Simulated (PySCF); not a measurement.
**How methods differ on the excitation energy of Rh²⁺**

Rh²⁺ [Kr] 4d7 (4F) → Rh²⁺ [Kr] 4d6 5s1 (6D), as a difference of total energies. Calculation: PySCF 2.14, in x2c-TZVPPall; the spin-free X2C one-electron Hamiltonian (Gaussian nucleus). Correlated levels: valence and next inner shell: [Ar] 3d10 frozen. The calculations carry no spin-orbit coupling.

| method | excitation energy (cm⁻¹) |
| --- | --- |
| UHF | 39094 |
| MP2 (valence and next inner shell) | 41129 |
| SCS-MP2 (valence and next inner shell) | 43717 |
| CCSD (valence and next inner shell) | 41570 |
| CCSD(T) (valence and next inner shell) | 41533 |

The basis was made for the ground configuration and has no added diffuse functions, so the excitation energy can come out too high.
